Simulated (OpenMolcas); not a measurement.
## Pr4+: moving or changing the point charges

Pr4+ among 6 point charges of -1 e arranged as a tetragonal octahedron (D4h), 2.79 Å from the ion, with the axial distance 3.320 Å.

| Property | Result |
| --- | --- |
| Program | OpenMolcas |
| Method | CASSCF |
| Basis | ANO-RCC-VDZP [7s6p4d2f1g] |
| Scalar Hamiltonian | DKH2, point nucleus |
| Active space | 1 electron in 7 orbitals (4f) |
| State averaging | 2S+1 = 2 odd, 7 roots |
| Spin-orbit coupling | state interaction with AMFI integrals over the reference wave functions |

Runs around this geometry, states (labels of D4, the rotations of D4h). Energies in cm-1 above the lowest state or level, χT in cm3 K/mol; under a threefold ground state the first gap can be a small split of the lowest multiplet, not the spin-orbit step.

```csv
R (Å),q (e),Ground state,First state of that spin,First gap with spin-orbit (degeneracies),Width of lowest J,χT at 300 K
2.79,-0.5,2S+1 = 2,2B1 7.6,"19.9 (2, 2)",161,0.807
2.79,-1,2S+1 = 2,2B1 14.3,"38.9 (2, 2)",319,0.793
3.1,-1,2A2,2E 4.9,"37.9 (2, 2)",234,0.802
3.33,-1,2A2,2E 5.9,"34.6 (2, 2)",189,0.805
```

Taking the width of the lowest J multiplet as R^-n, n = -ln(189 / 319) / ln(3.33 / 2.79) = 3.0 between the shortest and longest distance.

Scaling the charges by -0.5 / -1 = 0.50 scales the width of the lowest J multiplet by 161 / 319 = 0.50; with fixed orbitals a first-order splitting would follow the charge.

Point charges carry no covalency, so the field is a model and not that of real ligands. A group larger than the point group allows holds several states that coincide in this model. No measured value stands beside these numbers.

A state without a sure symmetry label is named by its multiplicity alone.
